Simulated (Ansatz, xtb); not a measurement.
## Relative energy of two isomers of C3H4Cl2F2

Structure a: `FC(F)(CCl)CCl`, a singlet. Structure b: `C[C@H](F)C(F)(Cl)Cl`, a singlet. Both are isolated molecules in the gas phase, relaxed with B3LYP-D3(BJ)/def2-SVP; each stands in its lowest conformer found.

a (Å):

```xyz
11

C     1.8940   -0.0773   -0.7933
C     3.0131    0.9022   -0.4716
C     0.9084   -0.3847    0.3244
Cl    4.0072    0.3547    0.9141
Cl    0.0991    1.0933    0.9317
F     1.2289    0.4337   -1.8685
F     2.4233   -1.2721   -1.1829
H     3.6587    0.9878   -1.3550
H     2.5793    1.8780   -0.2245
H     0.1443   -1.0668   -0.0698
H     1.4424   -0.8562    1.1574
```

b (Å):

```xyz
11

C     1.2463    1.1431   -0.8747
C     1.9771   -0.1737   -0.7365
C     2.5960   -0.4505    0.6455
Cl    1.3601   -0.4671    1.9378
Cl    3.8484    0.7888    1.0015
F     1.1119   -1.2145   -1.0000
F     3.1950   -1.6532    0.6204
H     0.8276    1.2095   -1.8888
H     0.4246    1.1973   -0.1469
H     1.9268    1.9896   -0.7140
H     2.8195   -0.2435   -1.4475
```

Quicker runs give these differences E(b) − E(a): GFN2-xTB +7.7 kJ/mol; HF/STO-3G +26.2 kJ/mol (at GFN2-xTB geometries); r2SCAN-D4/def2-SVP +30.5 kJ/mol (at GFN2-xTB geometries).

Task: Estimate E(b) − E(a) at the level CCSD(T)/def2-SVP + ΔMP2/def2-TZVPP.

Result: Calculated at CCSD(T)/def2-SVP + ΔMP2/def2-TZVPP: E(b) − E(a) = +38.5 kJ/mol, so structure a lies lower.

How the difference moves with the method:

```csv
level,geometry,E(b) − E(a) (kJ/mol),departure from the last row (kJ/mol),"job, with rough time for the two"
GFN2-xTB,GFN2-xTB,+7.7,−30.8,"optimisation, 0.14 s"
HF/STO-3G,GFN2-xTB,+26.2,−12.3,"single point, 0.56 s"
r2SCAN-D4/def2-SVP,GFN2-xTB,+30.5,−8.0,"single point, 5.9 s"
B3LYP-D3(BJ)/def2-SVP,B3LYP-D3(BJ)/def2-SVP,+34.3,−4.2,"optimisation, 46 s"
HF/def2-SVP,B3LYP-D3(BJ)/def2-SVP,+58.3,+19.8,part of the CCSD(T) run
MP2/def2-SVP,B3LYP-D3(BJ)/def2-SVP,+34.3,−4.2,part of the CCSD(T) run
CCSD(T)/def2-SVP,B3LYP-D3(BJ)/def2-SVP,+37.3,−1.2,single point
CCSD(T)/def2-SVP + ΔMP2/def2-TZVPP,B3LYP-D3(BJ)/def2-SVP,+38.5,,"single point, 90 s"
```

As drawn, both hold the same kinds of bond in the same numbers. Structure a has 0 methyl groups, b 1.

None of the levels shown reverses the order. The largest departure from CCSD(T)/def2-SVP + ΔMP2/def2-TZVPP is that of GFN2-xTB, 30.8 kJ/mol. The last row adds to CCSD(T) the change of the MP2 difference between the two basis sets, here +1.2 kJ/mol.

With thermal terms from frequencies at re-optimised GFN2-xTB minima (ideal gas, soft modes damped towards free rotors, one conformer each, 298.15 K, 1 atm): the zero-point term adds −0.3 kJ/mol; ΔH is +39.0 and ΔG +37.0 kJ/mol.

The correlated steps freeze 15 core orbitals. Mirror images aren't counted in ΔG. Programs: Ansatz 0.2.0, xtb 6.7.1; the last row on 2 threads of Arm Neoverse V1 on a shared host.
